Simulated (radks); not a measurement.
Question: Xe I, configuration [Xe] (the NIST ground configuration). Method: Dirac Kohn-Sham, BP86, spin-unpolarised, spherical densities, finite nucleus; Fermi nuclear charge, rms radius 4.7859 fm; computed with a radial shooting solver on a logarithmic mesh with Libxc functionals. Some entries of the table are withheld. Estimate them.

orbital  occ.  eigenvalue (eV)  r(max) (bohr)
1s1/2       2        -34350.22        0.01715
2s1/2       2        -5344.072        0.09709
2p1/2       2        -5021.117        0.07438
2p3/2       4        -4696.348        0.07926
3s1/2       2        -1093.206         0.2791
3p1/2       2        -958.9066            (1)
3p3/2       4        -897.2318            (2)
3d3/2       4        -660.7969         0.2241
3d5/2       6        -647.7644         0.2272
4s1/2       2        -197.3102         0.6613
4p1/2       2        -149.7668         0.6770
4p3/2       4        -137.4591         0.7012
4d3/2       4              (3)         0.7436
4d5/2       6              (4)         0.7520
5s1/2       2         -19.8442          1.623
5p1/2       2          -9.1948          1.851
5p3/2       4          -7.9561          1.937

Answer: 
(1) 3p1/2 r(max) (bohr): 0.2656
(2) 3p3/2 r(max) (bohr): 0.2764
(3) 4d3/2 eigenvalue (eV): -60.5807
(4) 4d5/2 eigenvalue (eV): -58.5951
